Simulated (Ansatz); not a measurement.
Born–Oppenheimer molecular dynamics of H4O2Sn (7 atoms, charge 0, multiplicity 1). It starts from a relaxed structure.

Level of theory: RKS B3LYP/def2-SVP in Ansatz 0.2.0.

```json
{
  "ensemble": "NVE (velocity Verlet)",
  "time step": "0.5 fs",
  "steps asked": "150",
  "starting velocities drawn for": "3000 K",
  "seed": "196629"
}
```

First frame:

```xyz
7
Properties=species:S:1:pos:R:3
Sn -0.099 -0.165 0.228
H 0.009 0.069 1.911
O 1.790 -0.142 -0.419
H 1.886 -0.455 -1.329
O -1.057 1.454 -0.438
H -1.258 1.421 -1.383
H -0.882 -1.585 -0.361
```

Task: How far do the bonds stretch over the last three quarters of this one trajectory? (Pairs bonded in most of those frames.)

Result: 
```csv
bond,mean (Å),spread (Å),shortest,longest
Sn1–H2,1.803,0.205,1.48,2.08
Sn1–O3,2.017,0.062,1.93,2.11
Sn1–O5,2.031,0.138,1.82,2.21
Sn1–H7,1.728,0.062,1.64,1.82
O3–H4,1.002,0.082,0.87,1.12
O5–H6,0.971,0.031,0.92,1.02
```

Mean temperature of the second half: 1548 K. The conserved energy stayed within 2.5 meV per atom of its start (net change 1.2 meV per atom), so the integration is sound. Over the second half the temperature averaged 0.52 of the 3000 K drawn at the start: a run that starts near a minimum puts about half its kinetic energy into the potential. A run of 0.075 ps of so small a system gives no equilibrium averages.

Run time: 3 min on 1 thread of AMD EPYC 9B45 (Zen 5), with other jobs on the host, peak memory 0.19 GiB.
